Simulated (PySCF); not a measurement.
All values below come from TPSSh-D3(BJ)/def2-TZVP // B3LYP-D3(BJ)/def2-TZVP (PySCF). Isolated molecules, 0 K electronic values unless said otherwise. 

Reference species (SMILES): `[Cl][SnH]([Cl])[Cl]` (neutral, multiplicity 1).

| Item | Result |
|---|---|
| dipole moment | 2.03 D |

Changed species: `[Cl][Sn]([Cl])([Cl])[Cl]` (whole molecule; the reference has whole molecule).

Give the shifts of the dipole moment.

the dipole moment falls by 2.03 D, to 0.00 D.
